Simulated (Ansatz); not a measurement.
CH6BFSi, SMILES `B[SiH2]CF`. Charge 0, multiplicity 1.

Z-matrix (Å, degrees):
```
Si
C 1 1.898
B 1 2.011 2 112.6
H 1 1.492 2 109.0 3 -121.0
H 1 1.491 2 109.1 3 121.4
F 2 1.391 1 111.4 3 179.9
H 2 1.096 1 110.9 3 59.5
H 2 1.096 1 110.9 3 -59.7
H 3 1.196 1 119.4 2 179.4
H 3 1.196 1 123.5 2 -0.7
```

(1) Give the diagnostics of a CCSD(T)/def2-TZVPP run (frozen core, Ansatz 0.2.0). (Estimate.)

Results:

(1) Computed: T1 = 0.0118, largest single amplitude 0.019, largest double 0.025, (T) share of the correlation energy 3.1 %, 10 CCSD cycles. The RHF solution is stable towards an unrestricted one. T1 lies under the customary mark of 0.02 for closed shells.
